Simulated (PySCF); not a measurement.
Compound: C6H13O (doublet state).
Z-matrix (Å and degrees, PBE0-D3(BJ)/def2-SVP geometry), rows numbered from 1:
```
C 
C   1  1.4917
C   2  1.4864  1  120.30
O   2  1.3648  1  119.28  3  -144.61
C   4  1.4174  2  119.47  1   -41.88
C   5  1.5196  4  110.79  2   -67.40
C   5  1.5146  4  106.28  2   169.70
H   1  1.1111  2  111.98  3    83.47
H   1  1.1021  2  113.40  3  -155.51
H   1  1.0992  2  109.76  3   -35.52
H   3  1.1000  2  111.18  1    47.71
H   3  1.1004  2  110.30  1   168.45
H   3  1.1105  2  112.08  1   -72.51
H   5  1.1068  4  109.32  2    52.79
H   6  1.1011  5  110.00  4   -60.29
H   6  1.1002  5  110.97  4    59.02
H   6  1.1004  5  110.87  4   179.60
H   7  1.0998  5  110.79  4  -177.93
H   7  1.1008  5  110.17  4    61.87
H   7  1.0995  5  110.37  4   -57.46
```

The hyperfine couplings belong to this conformer and change with its torsions.

Identity: `C[C](C)OC(C)C` [radical].

Level of theory: UKS B3LYP, IGLO-III on C O, pcH-1 on H, non-relativistic, mean-field spin-orbit, GIAO (PySCF 2.14.0). One conformer (not necessarily the lowest) at the PBE0-D3(BJ)/def2-SVP geometry, without solvent, vibrations or thermal averaging. No stability test was run, so a lower SCF solution isn't excluded.

(1) Match the computed a_iso(13C) values +160.1, -11.1, +3.7 MHz (means over equivalent nuclei) with the sites C1/C3; C2; C5.

(2) The isotropic 1H couplings, averaged over equivalent nuclei, are +56.9, +4.3, -0.8 MHz. Assign them to H8 (×6); H14; H15 (×6).

Results:

(1) 
```
 site  a_iso (MHz)  ρ(0) (bohr⁻³)                 position  distance from C2 (Å)  spin population  largest |T| (MHz)
C1/C3        -11.1        -0.0099           1 bond from C2                  1.49            -0.09                4.3
   C2       +160.1        +0.1424  largest spin population                  0.00            +0.90              145.7
   C5         +3.7        +0.0033          2 bonds from C2                  2.40             0.00                3.0
```

(2) 
```json
{"site": "H8 (×6)", "a_iso (MHz)": "+56.9", "ρ(0) (bohr⁻³)": "+0.0127", "position": "β, 2 bonds from C2", "distance from C2 (Å)": "2.15", "bound to": "C1/C3", "spin population there": "-0.09", "largest |T| (MHz)": "8.5"}
{"site": "H14", "a_iso (MHz)": "+4.3", "ρ(0) (bohr⁻³)": "+0.0010", "position": "γ, 3 bonds from C2", "distance from C2 (Å)": "2.65", "bound to": "C5", "spin population there": "0.00", "largest |T| (MHz)": "6.1"}
{"site": "H15 (×6)", "a_iso (MHz)": "-0.8", "ρ(0) (bohr⁻³)": "-0.0002", "position": "4 bonds from C2", "distance from C2 (Å)": "3.74", "bound to": "C6/C7", "spin population there": "+0.01", "largest |T| (MHz)": "3.8"}
```

ρ(0) is the spin density at the nucleus and T the dipolar tensor; entries for several nuclei are means. Largest spin populations (Mulliken): C2 (+0.90), C1 (-0.09), C3 (-0.09) and H8 (+0.08). C2 is the only atom above +0.15. The positive populations add up to 1.19 and the negative ones to -0.19, together 2S = 1. The angles at C2 add up to 351.1°, so it is slightly pyramidal.

Means are taken over nuclei equivalent by connectivity, which assumes that they swap fast. The six 1H nuclei of mean +56.9 MHz run from 5.3 to 120.6 MHz in the frozen geometry. The 13C value of -11.1 MHz is a mean of couplings from -17.5 to -4.8 MHz in this one geometry, not an average over conformers.
